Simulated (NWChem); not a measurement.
System: C3, singlet; SMILES [C]=C=[C]

The following NWChem deck was run.

```
start job
memory heap 200 mb stack 900 mb global 1100 mb
geometry units angstroms noautosym nocenter noautoz
  C     -1.294953     0.065143     0.019939
  C      0.000451     0.008371    -0.000002
  C      1.294503    -0.073514    -0.019937
end
basis spherical
  C library def2-svp
end
dft
  xc m06-2x
  iterations 150
end
cosmo
  dielec 46.7
end
task dft energy
```

Excerpt of the output:

```
             Northwest Computational Chemistry Package (NWChem) 7.3.0
             --------------------------------------------------------

                             Geometry "geometry" -> ""
                             -------------------------

 Output coordinates in angstroms (scale by  1.889725989 to convert to a.u.)

  No.       Tag          Charge          X              Y              Z
 ---- ---------------- ---------- -------------- -------------- --------------
    1 C                    6.0000    -1.29495300     0.06514300     0.01993900
    2 C                    6.0000     0.00045100     0.00837100    -0.00000200
    3 C                    6.0000     1.29450300    -0.07351400    -0.01993700

 Effective nuclear repulsion energy (a.u.)      36.7261777329

                                 NWChem DFT Module
                                 -----------------

 Summary of "ao basis" -> "ao basis" (spherical)
 ------------------------------------------------------------------------------
       Tag                 Description            Shells   Functions and Types
 ---------------- ------------------------------  ------  ---------------------
 C                          def2-svp                 6       14   3s2p1d

 in cosmo_initialize ...

 solvent parameters
 solvname_short: unkn
 solvname_long:  unknown
 dielec:       46.7000

          ---------------
          -cosmo- solvent
          ---------------
 Cosmo: York-Karplus, doi: 10.1021/jp992097l
 dielectric constant -eps-     =  46.70
 screen = (eps-1)/(eps    )    =   0.97859
 surface charge correction     = lagrangian

   van der Waals surface
 --------------------------

[...]

                                   COSMO solvation results
                                   -----------------------

                 gas phase energy =      -113.901940154272
                 sol phase energy =      -113.904327841468
 (electrostatic) solvation energy =         0.002387687196 (    1.50 kcal/mol)

                       DFT Final Molecular Orbital Analysis
                       ------------------------------------

 Vector    7  Occ=2.000000D+00  E=-4.270094D-01
              MO Center=  1.3D-04,  2.8D-03, -2.0D-03, r^2= 1.6D+00
   Bfn.  Coefficient  Atom+Function         Bfn.  Coefficient  Atom+Function
  ----- ------------  ---------------      ----- ------------  ---------------
    20      0.433009  2 C  pz                 6      0.292201  1 C  pz
    34      0.292280  3 C  pz                23      0.277635  2 C  pz
     9      0.121543  1 C  pz                37      0.121563  3 C  pz
    19     -0.051210  2 C  py                 5     -0.034672  1 C  py
    33     -0.034417  3 C  py                22     -0.032846  2 C  py

 Vector    8  Occ=2.000000D+00  E=-4.269993D-01
              MO Center=  1.3D-03,  2.0D-02,  2.0D-03, r^2= 1.6D+00
   Bfn.  Coefficient  Atom+Function         Bfn.  Coefficient  Atom+Function
  ----- ------------  ---------------      ----- ------------  ---------------
    19      0.431780  2 C  py                 5      0.292281  1 C  py
    33      0.290103  3 C  py                22      0.276928  2 C  py
     8      0.121436  1 C  py                36      0.120819  3 C  py
    20      0.051006  2 C  pz                32      0.036867  3 C  px
     6      0.034730  1 C  pz                34      0.034103  3 C  pz

 Vector    9  Occ=2.000000D+00  E=-3.996516D-01
              MO Center= -5.8D-04, -8.3D-03,  3.5D-06, r^2= 3.4D+00
   Bfn.  Coefficient  Atom+Function         Bfn.  Coefficient  Atom+Function
  ----- ------------  ---------------      ----- ------------  ---------------
     4     -0.372448  1 C  px                32     -0.371870  3 C  px
     3      0.357304  1 C  s                 31     -0.357256  3 C  s
    18      0.282263  2 C  px                 2      0.220753  1 C  s
    30     -0.220732  3 C  s                  7     -0.140809  1 C  px
    35     -0.140582  3 C  px                21      0.126816  2 C  px

 Vector   10  Occ=0.000000D+00  E=-1.254891D-01
              MO Center= -2.1D-04, -3.7D-03, -2.0D-04, r^2= 2.8D+00
   Bfn.  Coefficient  Atom+Function         Bfn.  Coefficient  Atom+Function
  ----- ------------  ---------------      ----- ------------  ---------------
     6      0.438340  1 C  pz                34     -0.438382  3 C  pz
     9      0.369706  1 C  pz                37     -0.369735  3 C  pz
     5     -0.080837  1 C  py                33      0.080699  3 C  py
     8     -0.068189  1 C  py                36      0.068049  3 C  py
    27      0.041725  2 C  d  1

 Vector   11  Occ=0.000000D+00  E=-1.254774D-01
              MO Center= -1.8D-04, -2.6D-03,  2.0D-04, r^2= 2.8D+00
   Bfn.  Coefficient  Atom+Function         Bfn.  Coefficient  Atom+Function
  ----- ------------  ---------------      ----- ------------  ---------------
     5      0.438052  1 C  py                33     -0.437303  3 C  py
     8      0.369496  1 C  py                36     -0.368735  3 C  py
     6      0.080632  1 C  pz                34     -0.080420  3 C  pz
     9      0.068021  1 C  pz                37     -0.067805  3 C  pz
    24     -0.041539  2 C  d -2              32     -0.031568  3 C  px

[...]
```

Level: M06-2X/def2-SVP, COSMO on the gas-phase geometry. Low-valent species are run as closed-shell singlets; no triplet was tried in these runs. Geometry: optimised at B3LYP/6-31G* (spherical d). COSMO prints the solvation energy as gas minus solution, so a positive value is a stabilisation.
